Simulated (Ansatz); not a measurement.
Reaction (formal exchange of groups at a B–Cl bond): `BC([SiH3])BCl` + SiH₄ → `BC([SiH3])B[SiH3]` + HCl

Program: Ansatz. Geometries: PBE0-D4/def2-TZVP. ΔE: electronic, gas phase. CBS: MP2 limit from def2 TZ/QZ plus the TZ coupled-cluster correction, frozen cores. This one scheme is used for every species. Functionals use def2-TZVPP. One conformer a species, not always the lowest.

```json
{"level": "PBE-D4", "ΔE (kJ/mol)": "108.6"}
{"level": "r2SCAN-D4", "ΔE (kJ/mol)": "118.2"}
{"level": "ωB97X-V", "ΔE (kJ/mol)": "118.3"}
{"level": "ωB97M-V", "ΔE (kJ/mol)": "120.0"}
{"level": "B2PLYP", "ΔE (kJ/mol)": "127.4"}
{"level": "HF/def2-QZVPP", "ΔE (kJ/mol)": "140.2"}
{"level": "MP2/def2-QZVPP", "ΔE (kJ/mol)": "124.1"}
{"level": "HF/CBS(def2)", "ΔE (kJ/mol)": "140.1"}
```

(1) What does CCSD(T)/CBS give? (An estimate is asked.)

Largest T1 diagnostic among the species: 0.013.

Answers

(1) Ansatz gave: +116.1 kJ/mol. The listed levels differ from it by -7.5, 2.1, 2.2, 3.9, 11.3, 24.1, 8.0, 24.0 kJ/mol.

The D4 term adds −9.2 kJ/mol with B3LYP and −5.1 kJ/mol with PBE0; it sums over pairs of atoms, weighted by their polarisabilities, and B3LYP, whose exchange is more repulsive, gets the larger term. In def2-TZVPP, CCSD(T) changes the Hartree–Fock value by −22.6 kJ/mol (the triples alone add −1.7 kJ/mol) and MP2 by −15.2 kJ/mol.

B3LYP here is the variant with VWN-RPA as its local correlation; programs differ in this.
